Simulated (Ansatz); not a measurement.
`C#CO[SiH3]`, relaxed with RKS PBE0-D4/def2-TZVP in the Gaussian-basis code of Ansatz from a PBE-D4/def2-SVP geometry. The force threshold is 0.005 eV/Å; the program also tests the step.

Charge 0, multiplicity 1.

Start:

```xyz
8

C     0.098    0.586   -2.246
C     0.419    0.528   -1.067
O     0.785    0.478    0.182
Si   -0.114   -0.396    1.364
H    -0.182    0.655   -3.286
H     0.645   -0.174    2.632
H    -0.148   -1.845    0.982
H    -1.502    0.168    1.438
```

(1) By how much does the energy fall, and how many steps does the optimiser take? (Best estimate.)

(2) Which bonds change most? (Best estimate.)

(3) Give the relaxed structure. (Best estimate.)

Answers

(1) Ansatz gave: 0.07 eV, in 5 steps.

(2) The calculation gave: O3–Si4 from 1.723 to 1.682 Å; C1–C2 from 1.223 to 1.199 Å; Si4–H8 from 1.500 to 1.481 Å; Si4–H7 from 1.500 to 1.481 Å.

(3) Ansatz gave: 
```xyz
8

C     0.095    0.579   -2.207
C     0.410    0.521   -1.052
O     0.768    0.471    0.188
Si   -0.109   -0.386    1.339
H    -0.177    0.636   -3.232
H     0.640   -0.174    2.594
H    -0.147   -1.816    0.955
H    -1.480    0.168    1.415
```
